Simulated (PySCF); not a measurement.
How methods differ on the ionisation energy of Cu

Cu [Ar] 3d10 4s1 (2S) → Cu⁺ [Ar] 3d10 (1S), as a difference of total energies. Calculation: PySCF 2.14, in 6-31G* (5s4p2d1f, 34 functions); no relativity, point nucleus. Correlated levels: valence: [Ar] frozen. The calculations carry no spin-orbit coupling.

```tsv
method	ionisation energy (eV)	difference from reference (eV)
UHF	5.806	-1.920
B3LYP	6.884	-0.842
BP86	6.730	-0.996
MP2 (valence)	6.166	-1.560
SCS-MP2 (valence)	6.116	-1.610
CCSD (valence)	6.196	-1.530
CCSD(T) (valence)	6.238	-1.488
```

Reference: 7.726 eV (measured; NIST Atomic Spectra Database, ionization energies).

These non-relativistic numbers lack the scalar-relativistic shift.

Errors of the correlated levels include the incompleteness of this basis and the frozen core.
